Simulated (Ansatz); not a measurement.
Relaxation of ClGeH$_{6}$P (9 atoms, charge 0, multiplicity 1), to a largest force component of 0.03 eV/Å in at most 50 steps.

The calculation used Ansatz 0.2.0, RKS PBE0-D4/def2-SVP.

```xyz
9
Properties=species:S:1:pos:R:3:forces:R:3
Ge 0.104 -0.631 -0.291 -0.23 0.20 -0.41
H 0.411 0.548 2.183 -0.64 1.68 -0.27
H 1.036 0.568 -0.517 0.02 0.01 0.00
H -1.221 -0.197 0.347 -0.02 0.00 0.01
Cl -0.399 -1.394 -2.269 0.01 0.01 0.01
P 1.146 -2.256 0.933 0.23 -0.44 0.15
H -0.043 -3.037 1.042 -0.02 -0.04 -0.01
H 1.602 -2.950 -0.227 0.01 0.00 0.00
H 0.669 -0.100 2.355 0.65 -1.42 0.53
```

**Question.** Where does it end, and by what steps?

**Answer.** The forces met the threshold. The force dipped under the threshold on the way, but the program's further checks kept it going. After 11 steps the energy has fallen by 0.145 eV; H7 moved furthest, 0.63 Å.

```tsv
step	energy less start (eV)	largest force component (eV/Å)	accepted
0	0.0000	1.675	yes
1	-0.1027	0.086	yes
2	-0.1223	0.097	yes
3	-0.1283	0.255	yes
4	-0.1349	0.178	yes
5	-0.1400	0.085	yes
6	-0.1420	0.175	yes
7	-0.1440	0.009	yes
8	-0.1443	0.070	yes
9	-0.1445	0.052	yes
10	-0.1447	0.019	yes
11	-0.1448	0.021	yes
```

```xyz
9
Properties=species:S:1:pos:R:3
Ge 0.029 -0.750 -0.359
H 0.520 1.006 2.549
H 1.050 0.383 -0.546
H -1.268 -0.239 0.287
Cl -0.504 -1.442 -2.350
P 0.943 -2.463 0.902
H -0.079 -3.385 0.523
H 1.822 -2.868 -0.148
H 0.790 0.308 2.697
```

Run time: 58 s on 2 threads of Intel(R) Xeon(R) Platinum 8175M CPU @ 2.50GHz (Skylake/Cascade Lake) (shared host), peak memory 0.24 GiB.
